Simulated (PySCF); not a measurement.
PySCF input (PW6B95/def2-TZVPD):

```python
from pyscf import gto, scf, dft

mol = gto.M(
    atom='''
    Sn    0.00378520   -0.00760864    0.66407584
    Cl    1.25285879    1.47717469   -0.96695857
    Cl   -1.26399173   -1.45479634   -0.98620567
    ''',
    basis='def2-tzvpd',
    ecp='def2-tzvp',
    charge=-1,
    spin=1,
    verbose=4,
)

mf = dft.UKS(mol, xc='pw6b95').density_fit(auxbasis='def2-universal-jkfit')
mf.grids.level = 3
mf.conv_tol = 1e-9
mf.max_cycle = 100
mf.max_memory = 1500
mf.kernel()
if not mf.converged:
    mf = mf.newton()
    mf.kernel(mf.make_rdm1())
for _ in range(2):
    mo, _, stable, _ = mf.stability(return_status=True)
    if stable:
        break
    mf.kernel(mf.make_rdm1(mo, mf.mo_occ))
mf.analyze()
```

Output:

```
ECP def2-tzvp not found for  Cl
PySCF version 2.14.0

[INPUT] verbose = 4
[INPUT] num. atoms = 3
[INPUT] num. electrons = 57
[INPUT] charge = -1
[INPUT] spin (= nelec alpha-beta = 2S) = 1
[INPUT] symmetry False subgroup None
[INPUT] Mole.unit = angstrom
[INPUT] Symbol           X                Y                Z      unit          X                Y                Z       unit  Magmom
[INPUT]  1 Sn     0.003785200000  -0.007608640000   0.664075840000 AA    0.007152991327  -0.014378245780   1.254921463540 Bohr   0.0
[INPUT]  2 Cl     1.252858790000   1.477174690000  -0.966958570000 AA    2.367559985854   2.791455602239  -1.827286871101 Bohr   0.0
[INPUT]  3 Cl    -1.263991730000  -1.454796340000  -0.986205670000 AA   -2.388598193415  -2.749166649620  -1.863658618793 Bohr   0.0

nuclear repulsion = 195.735794897266
number of shells = 50
number of NR pGTOs = 241
number of NR cGTOs = 148
basis = def2-tzvpd
ecp = def2-tzvp

******** <class 'pyscf.df.df_jk.DFUKS'> ********
method = DFUKS
initial guess = minao
damping factor = 0
level_shift factor = 0
DIIS = <class 'pyscf.scf.diis.CDIIS'>
diis_start_cycle = 1
diis_space = 8
diis_damp = 0
SCF conv_tol = 1e-09
SCF conv_tol_grad = None
SCF max_cycles = 100
direct_scf = False
number electrons alpha = 29  beta = 28
XC library pyscf.dft.libxc version 7.1.2
    S. Lehtola, C. Steigemann, M. J. T. Oliveira, and M. A. L. Marques,  SoftwareX 7, 1–5 (2018)
XC functionals = pw6b95
    Y. Zhao and D. G. Truhlar,  J. Phys. Chem. A 109, 5656 (2005)
radial grids:
    Treutler-Ahlrichs [JCP 102, 346 (1995); DOI:10.1063/1.469408] (M4) radial grids

becke partition: Becke, JCP 88, 2547 (1988); DOI:10.1063/1.454033
pruning grids: <function nwchem_prune>
grids dens level: 3
symmetrized grids: False
atomic radii adjust function: <function treutler_atomic_radii_adjust>
small_rho_cutoff = 0
Set gradient conv threshold to 3.16228e-05
tot grids = 59720
******** <class 'pyscf.df.df.DF'> ********
auxbasis = def2-universal-jkfit
init E= -1098.79065562432
  alpha nocc = 29  HOMO = -0.580029134409149  LUMO = -0.504976861095322
  beta  nocc = 28  HOMO = -0.6185412635434  LUMO = -0.580029134409147

WARN: HOMO -0.580029134409149 >= LUMO -0.580029134409147

cycle= 1 E= -1133.92407383071  delta_E= -35.1  |g|= 2.04  |ddm|= 21.6
[...]
  beta  nocc = 28  HOMO = -0.109923440468093  LUMO = 0.0910939433980296
  HOMO = 0.00025255950267  LUMO = 0.091093943398  gap/eV = 2.47192
Extra cycle  E= -1135.74583307481  delta_E= 2.27e-12  |g|= 7.64e-05  |ddm|= 1.71e-05
converged SCF energy = -1135.74583307481  <S^2> = 0.7525776  2S+1 = 2.0025759
uhf_internal: lowest eigs of H = [0.11983397 0.12651532 0.17691956]
<class 'pyscf.df.df_jk.DFUKS'> wavefunction is stable in the internal stability analysis
**** SCF Summaries ****
Total Energy =                       -1135.745833074806569
Nuclear Repulsion Energy =             195.735794897265606
One-electron Energy =                -2050.346090249378904
Two-electron Energy =                  718.864462277306643
Two-electron Coulomb Energy =          794.548190564947504
DFT Exchange-Correlation Energy =      -75.683728287640889
HOMO-LUMO gap [eV] =                     2.471919963767650
**** MO energy ****
                             alpha | beta                alpha | beta
MO #1   energy= -101.714712463414  | -101.714442073426  occ= 1 | 1
MO #2   energy= -101.71470870688   | -101.714438333079  occ= 1 | 1
MO #3   energy= -9.35482151023179  | -9.35459260852723  occ= 1 | 1
MO #4   energy= -9.35481818657609  | -9.35458929672435  occ= 1 | 1
MO #5   energy= -7.08450120771045  | -7.08451126637283  occ= 1 | 1
MO #6   energy= -7.08449696018761  | -7.08450704492593  occ= 1 | 1
MO #7   energy= -7.08209667864776  | -7.0816770247644   occ= 1 | 1
MO #8   energy= -7.08209185983579  | -7.08167440671336  occ= 1 | 1
MO #9   energy= -7.08180084692622  | -7.08105899965045  occ= 1 | 1
MO #10  energy= -7.08179822172564  | -7.0810541821678   occ= 1 | 1
MO #11  energy= -4.98619516683029  | -4.98439245549258  occ= 1 | 1
MO #12  energy= -3.31959914109015  | -3.31932940359566  occ= 1 | 1
MO #13  energy= -3.31837281861801  | -3.31814469638702  occ= 1 | 1
MO #14  energy= -3.31598769782196  | -3.31156174898932  occ= 1 | 1
MO #15  energy= -0.88337289442378  | -0.882989615008518 occ= 1 | 1
MO #16  energy= -0.881570915301976 | -0.881005666751931 occ= 1 | 1
MO #17  energy= -0.878682241298299 | -0.875103345821621 occ= 1 | 1
MO #18  energy= -0.877598138429085 | -0.873982134605206 occ= 1 | 1
MO #19  energy= -0.877590604464802 | -0.873036992193572 occ= 1 | 1
MO #20  energy= -0.627447107533076 | -0.625565388620974 occ= 1 | 1
MO #21  energy= -0.619206428668078 | -0.617663019551686 occ= 1 | 1
MO #22  energy= -0.299714830582005 | -0.282781383017451 occ= 1 | 1
MO #23  energy= -0.182133047172155 | -0.180820582906095 occ= 1 | 1
MO #24  energy= -0.159497371425922 | -0.157765416773375 occ= 1 | 1
MO #25  energy= -0.157700185861927 | -0.151043902670729 occ= 1 | 1
MO #26  energy= -0.146341915932554 | -0.141562063624364 occ= 1 | 1
MO #27  energy= -0.138554804878363 | -0.138180195720711 occ= 1 | 1
MO #28  energy= -0.118845504234788 | -0.109923440468093 occ= 1 | 1
MO #29  energy= 0.000252559502669669 | 0.0910939433980296 occ= 1 | 0
MO #30  energy= 0.115280940823021  | 0.120170634358474  occ= 0 | 0
MO #31  energy= 0.118433439927823  | 0.121928548541859  occ= 0 | 0
MO #32  energy= 0.124064792575439  | 0.12503289025408   occ= 0 | 0
MO #33  energy= 0.154381688382757  | 0.155421408367442  occ= 0 | 0
MO #34  energy= 0.164599711532894  | 0.167595165304635  occ= 0 | 0
MO #35  energy= 0.169298612391118  | 0.171147045068756  occ= 0 | 0
MO #36  energy= 0.177049256460442  | 0.181312043053857  occ= 0 | 0
MO #37  energy= 0.185024982660325  | 0.186779883732765  occ= 0 | 0
MO #38  energy= 0.189332026822742  | 0.189414339195281  occ= 0 | 0
MO #39  energy= 0.203156382261138  | 0.208988975981864  occ= 0 | 0
MO #40  energy= 0.219685445927125  | 0.223308996243179  occ= 0 | 0
MO #41  energy= 0.22432410043841   | 0.226972544624614  occ= 0 | 0
MO #42  energy= 0.230206923933619  | 0.230401316895686  occ= 0 | 0
MO #43  energy= 0.236349616883197  | 0.238395681357837  occ= 0 | 0
MO #44  energy= 0.294024715633929  | 0.293753290192236  occ= 0 | 0
MO #45  energy= 0.29578665349627   | 0.301867654439948  occ= 0 | 0
MO #46  energy= 0.301493917376803  | 0.30510872539554   occ= 0 | 0
MO #47  energy= 0.326769969424672  | 0.328768657330943  occ= 0 | 0
MO #48  energy= 0.341973481997062  | 0.342946637566908  occ= 0 | 0
MO #49  energy= 0.359683664318424  | 0.361189608097552  occ= 0 | 0
MO #50  energy= 0.364911900752104  | 0.365716326076269  occ= 0 | 0
MO #51  energy= 0.381731527954945  | 0.38261805201946   occ= 0 | 0
MO #52  energy= 0.384787367434683  | 0.387871793314076  occ= 0 | 0
MO #53  energy= 0.385466127318328  | 0.390829364939569  occ= 0 | 0
MO #54  energy= 0.386255619763936  | 0.396279957838347  occ= 0 | 0
MO #55  energy= 0.405906729427562  | 0.407949392394937  occ= 0 | 0
MO #56  energy= 0.420188487068336  | 0.434099204848547  occ= 0 | 0
MO #57  energy= 0.437600824649868  | 0.438386219232122  occ= 0 | 0
MO #58  energy= 0.46388995466924   | 0.464276520496433  occ= 0 | 0
MO #59  energy= 0.473298435933739  | 0.48798099582071   occ= 0 | 0
MO #60  energy= 0.483325879089603  | 0.497043385661765  occ= 0 | 0
MO #61  energy= 0.491973359340039  | 0.505668932410695  occ= 0 | 0
MO #62  energy= 0.531721737730207  | 0.534812507681779  occ= 0 | 0
MO #63  energy= 0.534895144907582  | 0.539983660921432  occ= 0 | 0
MO #64  energy= 0.566617198781921  | 0.573401053190897  occ= 0 | 0
MO #65  energy= 0.665089829459851  | 0.671401132770797  occ= 0 | 0
MO #66  energy= 0.669574354042233  | 0.674036013709578  occ= 0 | 0
MO #67  energy= 0.684423657579418  | 0.685644509202882  occ= 0 | 0
MO #68  energy= 0.684472165502793  | 0.686138501303677  occ= 0 | 0
MO #69  energy= 0.740935145672431  | 0.743937478983505  occ= 0 | 0
MO #70  energy= 0.76495670618165   | 0.772232346441061  occ= 0 | 0
MO #71  energy= 0.787335157308365  | 0.788770534972141  occ= 0 | 0
MO #72  energy= 0.790582706382434  | 0.791384030974283  occ= 0 | 0
MO #73  energy= 0.798198036831279  | 0.800849966249783  occ= 0 | 0
MO #74  energy= 0.798432960226855  | 0.80261986059006   occ= 0 | 0
MO #75  energy= 0.811634531023606  | 0.813718848332328  occ= 0 | 0
MO #76  energy= 0.815772044830422  | 0.817149191434626  occ= 0 | 0
MO #77  energy= 0.823551335457051  | 0.825974310677043  occ= 0 | 0
MO #78  energy= 0.836465296350145  | 0.837608037544926  occ= 0 | 0
MO #79  energy= 0.90325849797641   | 0.90886763319379   occ= 0 | 0
MO #80  energy= 0.904453485883027  | 0.927503008154663  occ= 0 | 0
MO #81  energy= 0.928764079086908  | 0.939682632831709  occ= 0 | 0
MO #82  energy= 0.935435270224524  | 0.948978247188298  occ= 0 | 0
MO #83  energy= 0.953684636134912  | 0.965031519078542  occ= 0 | 0
MO #84  energy= 0.963245797346079  | 0.973251541565416  occ= 0 | 0
MO #85  energy= 1.02045834653118   | 1.03230430957581   occ= 0 | 0
MO #86  energy= 1.03030982313765   | 1.04937263790202   occ= 0 | 0
MO #87  energy= 1.04066853843556   | 1.05571164296093   occ= 0 | 0
MO #88  energy= 1.0408610584361    | 1.05628019493482   occ= 0 | 0
MO #89  energy= 1.09915699074748   | 1.10414080672016   occ= 0 | 0
MO #90  energy= 1.10561738960609   | 1.10986634636249   occ= 0 | 0
MO #91  energy= 1.34963981640866   | 1.36264005901951   occ= 0 | 0
MO #92  energy= 1.35600539154897   | 1.37173666530851   occ= 0 | 0
MO #93  energy= 1.38203638710378   | 1.40154985178789   occ= 0 | 0
MO #94  energy= 1.39250235913291   | 1.41197922276985   occ= 0 | 0
MO #95  energy= 1.42057393689665   | 1.42625035160967   occ= 0 | 0
MO #96  energy= 1.47907214610933   | 1.48578486809928   occ= 0 | 0
MO #97  energy= 1.48480110233631   | 1.49129486371144   occ= 0 | 0
MO #98  energy= 2.10857276851017   | 2.1096406200653    occ= 0 | 0
MO #99  energy= 2.12065119069925   | 2.12180265937546   occ= 0 | 0
MO #100 energy= 2.12351289725736   | 2.12457667594964   occ= 0 | 0
MO #101 energy= 2.12514825015837   | 2.12609730099321   occ= 0 | 0
MO #102 energy= 2.14297758337802   | 2.14331538312136   occ= 0 | 0
MO #103 energy= 2.16085772402338   | 2.16280146722477   occ= 0 | 0
MO #104 energy= 2.16420530864897   | 2.16613815374639   occ= 0 | 0
[...]
```
